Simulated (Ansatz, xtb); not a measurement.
**Relative energy of two isomers of CH5GeNO**

Structure I is `C[O][Ge][NH2]`, a singlet and structure II is `N[CH2][Ge][OH]`, a singlet. Both are isolated molecules in the gas phase, relaxed with PBE0-D4/def2-SVP; the shapes shown needn't be the lowest conformers.

I (Å):

```xyz
9

C     0.1743    0.6966   -1.1088
Ge    1.1714   -1.3363    0.6490
N    -0.3808   -0.7935    1.4440
O     1.1411   -0.2508   -0.7821
H     0.4547    1.1924   -2.0531
H    -0.8282    0.2487   -1.2568
H     0.0749    1.4868   -0.3386
H    -1.0237   -0.0795    1.1158
H    -0.6953   -1.2106    2.3137
```

II (Å):

```json
{"atom": "C", "x (Å)": "-1.1343", "y (Å)": "1.2118", "z (Å)": "-1.3784"}
{"atom": "Ge", "x (Å)": "0.8383", "y (Å)": "1.0264", "z (Å)": "-1.9330"}
{"atom": "N", "x (Å)": "-1.2182", "y (Å)": "1.5405", "z (Å)": "0.0399"}
{"atom": "O", "x (Å)": "1.3699", "y (Å)": "1.0035", "z (Å)": "-0.2451"}
{"atom": "H", "x (Å)": "-1.2128", "y (Å)": "2.5481", "z (Å)": "0.1832"}
{"atom": "H", "x (Å)": "-2.0658", "y (Å)": "1.1871", "z (Å)": "0.4789"}
{"atom": "H", "x (Å)": "-1.7127", "y (Å)": "1.8762", "z (Å)": "-2.0486"}
{"atom": "H", "x (Å)": "-1.5433", "y (Å)": "0.1970", "z (Å)": "-1.5410"}
{"atom": "H", "x (Å)": "0.5394", "y (Å)": "1.1086", "z (Å)": "0.2897"}
```

Q: Estimate E(II) − E(I) at the level CCSD(T)/def2-SVP + ΔMP2/def2-TZVPP.

A: Calculated at CCSD(T)/def2-SVP + ΔMP2/def2-TZVPP: E(II) − E(I) = +0.669 eV, so structure I lies lower.

How the difference moves with the method:

```csv
level,geometry,E(II) − E(I) (eV),departure from the last row (eV),"job, with rough time for the two"
GFN2-xTB,GFN2-xTB,+0.940,+0.271,"optimisation, 0.21 s"
HF/STO-3G,GFN2-xTB,+1.063,+0.394,"single point, 0.34 s"
r2SCAN-D4/def2-SVP,GFN2-xTB,+0.708,+0.039,"single point, 3.9 s"
PBE0-D4/def2-SVP,PBE0-D4/def2-SVP,+0.596,−0.073,"optimisation, 53 s"
HF/def2-SVP,PBE0-D4/def2-SVP,+0.910,+0.241,part of the CCSD(T) run
MP2/def2-SVP,PBE0-D4/def2-SVP,+0.661,−0.008,part of the CCSD(T) run
CCSD(T)/def2-SVP,PBE0-D4/def2-SVP,+0.666,−0.003,single point
CCSD(T)/def2-SVP + ΔMP2/def2-TZVPP,PBE0-D4/def2-SVP,+0.669,,"single point, 23 s"
```

As drawn, II has 1 C–N, 1 C–Ge, 1 O–H in place of 1 C–O, 1 Ge–N, 1 C–H.

None of the levels shown reverses the order. The largest departure from CCSD(T)/def2-SVP + ΔMP2/def2-TZVPP is that of HF/STO-3G, 0.394 eV. The last row adds to CCSD(T) the change of the MP2 difference between the two basis sets, here +0.003 eV.

With harmonic frequencies from PBE0-D4/def2-SVP (ideal gas, rigid rotor, one conformer each, 298.15 K, 1 atm): on the last row, ΔE + ΔZPE = +0.713, ΔH = +0.693, ΔG = +0.736 eV.

The correlated steps freeze 12 core orbitals; the filled d shell of Ge is correlated, in a basis made for valence electrons. Mirror images aren't counted in ΔG. Codes used: Ansatz 0.2.0, xtb 6.7.1; the last row on 2 threads of Arm Neoverse V2 on a shared host.
